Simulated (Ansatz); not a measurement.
Cost and result for the atomization energy of `O[SiH][SiH](O)O` radical (10 atoms, 9 bonds).

```xyz
10

O    -1.6639   -0.1242   -1.9622
Si   -1.3834   -0.8620   -0.5044
Si    0.5664   -0.0161    0.4581
O     0.4918   -0.2874    2.0797
O     0.4339    1.5746    0.0304
H    -1.4726    0.8175   -1.9713
H    -1.4011   -2.3261   -0.7793
H     1.9016   -0.5088   -0.0055
H     1.3204   -0.4034    2.5465
H     1.2069    2.1360    0.1079
```

Total charge 0; spin multiplicity 2. All single points use the PBE0-D4/def2-TZVP geometry. It is one conformer, not always the lowest. Program: Ansatz. Hardware: A = 2 threads of an AMD EPYC 7R13 on a shared host; B = 2 threads of an AMD EPYC 7R13 on a shared host and a share of an NVIDIA H100 80 GB. Times are those of one run each, without the atoms' runs, and a repeat can differ threefold. Electronic energies, without spin–orbit coupling; frozen cores. CCSD(T)/CBS adds CCSD(T) − MP2 in def2-TZVPP to the MP2 limit, and its time is that of the two runs behind it. T1 = 0.015; ⟨S²⟩ of the reference is 0.76. B3LYP takes the VWN-RPA correlation (the form of Gaussian; ORCA's B3LYP/G).

CCSD(T)/CBS is a level of theory with its own doubt, some kJ/mol a heavy atom from the limit and from the frozen cores, so smaller differences don't rank the functionals.

```tsv
level	functions	wall time
MP2/def2-QZVPP [B]	461	6.5 s
PBE-D4/def2-TZVPP (with forces) [A]	247	7.5 s
PBE0-D4/def2-TZVPP [A]	247	11 s
B3LYP-D4/def2-TZVPP (with forces) [A]	247	12 s
CCSD(T)/def2-TZVPP [B]	247	12 s
r2SCAN-D4/def2-TZVPP (with forces) [A]	247	14 s
B2PLYP/def2-TZVPP [A]	247	16 s
CCSD(T)/CBS(def2)	–	19 s
ωB97X-V/def2-TZVPP [A]	247	22 s
ωB97M-V/def2-TZVPP (with forces) [A]	247	29 s
```

Q: What atomization energy does each give, and how far from CCSD(T)/CBS? (Best estimate.)

A: Computed: 
```tsv
level	atomization (kcal/mol)	difference from CCSD(T)/CBS	per bond
MP2/def2-QZVPP [B]	870.9	9.4	1.0
PBE-D4/def2-TZVPP (with forces) [A]	866.6	5.1	0.6
PBE0-D4/def2-TZVPP [A]	845.7	-15.8	-1.8
B3LYP-D4/def2-TZVPP (with forces) [A]	852.7	-8.8	-1.0
CCSD(T)/def2-TZVPP [B]	831.9	-29.6	-3.3
r2SCAN-D4/def2-TZVPP (with forces) [A]	860.2	-1.3	-0.1
B2PLYP/def2-TZVPP [A]	844.9	-16.6	-1.8
CCSD(T)/CBS(def2)	861.5	0.0	0.0
ωB97X-V/def2-TZVPP [A]	859.4	-2.1	-0.2
ωB97M-V/def2-TZVPP (with forces) [A]	857.3	-4.2	-0.5
```

From PBE to PBE0 (25 % exact exchange), in def2-TZVPP and without D4, the atomization energy moves by −20.1 kcal/mol: exact exchange takes away binding that semilocal exchange gives to molecules. The D4 term adds +8.7 kcal/mol with B3LYP and +4.5 kcal/mol with PBE0; it sums over pairs of atoms, weighted by their polarisabilities, and B3LYP, whose exchange is more repulsive, gets the larger term. In def2-TZVPP, CCSD(T) changes the Hartree–Fock value by +231.7 kcal/mol (the triples alone add +13.5 kcal/mol) and MP2 by +252.8 kcal/mol; breaking electron pairs costs correlation energy, which Hartree–Fock lacks.
